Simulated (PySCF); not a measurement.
Two species compared at the same levels of theory.

First species: C7H5FO2.
Structure used (GFN2-xTB), in Å, numbered top down from 1:
```
atom  x, y, z in Å
O1     2.7178    1.5785    0.4891
C2     2.8516    0.5541   -0.1079
O3     1.9281   -0.3284   -0.4629
C4     0.5714   -0.1883   -0.1975
C5    -0.0561    1.0120    0.1058
C6    -1.4253    1.0252    0.3207
C7    -2.1755   -0.1330    0.2331
C8    -1.5250   -1.3147   -0.0766
F9    -2.2371   -2.4529   -0.1713
C10   -0.1631   -1.3658   -0.2947
H11    3.8242    0.1674   -0.4608
H12    0.5119    1.9237    0.1808
H13   -1.9119    1.9583    0.5577
H14   -3.2407   -0.1327    0.3986
H15    0.3254   -2.2955   -0.5359
```

Second species: C8H10.
SMILES: `C=C1C=C(C)/C1=C\C`

Levels: PBE0/def2-SVPD for dipole moment, HOMO energy, LUMO energy, HOMO–LUMO gap, static isotropic polarisability and electronic spatial extent ⟨r²⟩ about the centre of nuclear charge; TDDFT PBE0/def2-SVPD for lowest singlet excitation; TDA PBE0/def2-SVPD for lowest triplet excitation (Tamm–Dancoff); GFN2-xTB for rotational constant A and rotational constant C. Geometries: GFN2-xTB. All species are isolated and taken at one optimised geometry, non-relativistic unless stated; the electronic structure was computed with PySCF and density fitting.

Dipoles, sizes and rotational constants follow the conformer. The torsions of the flexible species, by atom-mapped SMILES:
- `[O:1]=[CH:2][O:3][c:4]1[cH:5][cH:6][cH:7][c:8]([F:9])[cH:10]1`: O1–C2–O3–C4 1°, C2–O3–C4–C5 20°

Which has the higher dipole moment?

The second: 1.37 D against 0.66 D, a difference of 0.71 D.

Which has the higher static isotropic polarisability?

The second: 100.8 au against 86.7 au, a difference of 14.1 au.

Which has the higher LUMO energy?

The second: -0.60 eV against -1.09 eV, a difference of 0.49 eV.

Which of the two has the higher rotational constant A, and by how much?

The first: 3.387 GHz against 2.695 GHz, a difference of 0.692 GHz.

Which has the higher HOMO–LUMO gap?

The first: 6.39 eV against 5.72 eV, a difference of 0.67 eV.

Which of the two has the higher T1 energy, and by how much?

The first: 4.05 eV against 3.09 eV, a difference of 0.96 eV.

Which has the higher HOMO energy?

The second: -6.32 eV against -7.48 eV, a difference of 1.16 eV.

Which has the higher rotational constant C?

The second: 1.128 GHz against 0.669 GHz, a difference of 0.459 GHz.

On the first: S1 lies 1.10 eV below the HOMO–LUMO gap; its leading configuration is HOMO→LUMO, weight 0.45. The vertical singlet–triplet gap S1 − T1 is 1.24 eV (TDDFT singlet less Tamm–Dancoff triplet; S1: HOMO→LUMO, weight 0.45; T1: HOMO→LUMO, weight 0.38, beside HOMO−1→LUMO, weight 0.20).

On the second: In wavenumbers S1 is 39600 cm⁻¹ (1 eV = 8065.54 cm⁻¹). The polarisability is 14.94 Å³ as a volume (1 au = 0.148185 Å³), or 1.74 au for each of the 58 electrons.
